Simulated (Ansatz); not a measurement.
# One reagent, a row of partners

Four-centre ligand exchange: HF meets different compounds of Sn. Each row is one chosen step, not always the lowest open to these reactants.

Gas-phase electronic energies, without zero-point energy, by CCSD(T) at an estimated basis limit (MP2 extrapolated from triple and quadruple zeta, plus CCSD(T) − MP2 in triple zeta); Ansatz 0.2.0, def2-TZVPP and QZVPP, frozen cores, core potentials past krypton, on PBE0-D4/def2-TZVP structures. Extrapolation: Hartree–Fock as exp(−7.88 √X), correlation as X^−2.97. All energies, in eV, count from the separated reactants, without counterpoise correction; the start and end structures are the complexes reached by relaxing down from the saddle, and deeper ones may exist. Brackets give SMILES, or, where every atom is bracketed, only which atoms are joined. Steps whose reference was doubtful or whose search ended elsewhere are left out.

| reactants | products | broken | formed | start structure | saddle | end structure | saddle by PBE0-D4/TZ |
| --- | --- | --- | --- | --- | --- | --- | --- |
| SnNH₅ ([NH2][SnH3]) + HF | SnH₃F ([F][SnH3]) + NH₃ | F–H, N–Sn | F–Sn, H–N | -0.551 | -0.204 | -0.941 | -0.329 |
| SnH₄O ([OH][SnH3]) + HF | SnH₃F ([F][SnH3]) + H₂O | F–H, O–Sn | F–Sn, H–O | -0.471 | 0.012 | -0.684 | -0.106 |
| SnH₄S ([SH][SnH3]) + HF | SnH₃F ([F][SnH3]) + H₂S | F–H, S–Sn | F–Sn, H–S | -0.259 | ? | -0.076 | 0.628 |
| SnCl₄ ([Cl][Sn]([Cl])([Cl])[Cl]) + HF | SnCl₃F ([F][Sn]([Cl])([Cl])[Cl]) + HCl | Cl–Sn, F–H | Cl–H, F–Sn | -0.118 | 0.794 | 0.237 | 0.670 |
| SnH₃Br ([Br][SnH3]) + HF | SnH₃F ([F][SnH3]) + HBr | Br–Sn, F–H | Br–H, F–Sn | -0.214 | 0.798 | 0.354 | 0.668 |

Problem. Fit a straight line of the saddle against the PBE0-D4 saddle to the 4 complete rows, and use it to predict the missing value.

Solution. Means: x̄ = 0.226, ȳ = 0.350. Σ(x − x̄)(y − ȳ) = 0.8148 and Σ(x − x̄)² = 0.8107, so the slope is 1.005 (correlation 1.00). For x = 0.628: y = 0.350 + 1.005 × (0.628 − (0.226)) = 0.754 eV. The calculation gives 0.798 eV, so the line misses by 0.044 eV.

Above its own start structure that saddle lies 1.057 eV.

Problem. How do the PBE0-D4 saddles lie against the coupled-cluster estimate?

Solution. All lower, by 0.117 to 0.170 eV.

No T1 diagnostic of these runs exceeds 0.014. The filled d shells of Br, Sn are correlated in sets not built for that, so values that involve them are less sure.

For scale, one of the runs: CCSD(T)/def2-TZVPP, 263 basis functions, launched by `ansatz run in.yaml --threads 8 --pin off --events-out ev --progress --plain --max-ram 19148MiB`. The run took 4.5 min on 8 CPU threads of an Intel Xeon (shared host), with 6.6 GiB of host memory at its peak.
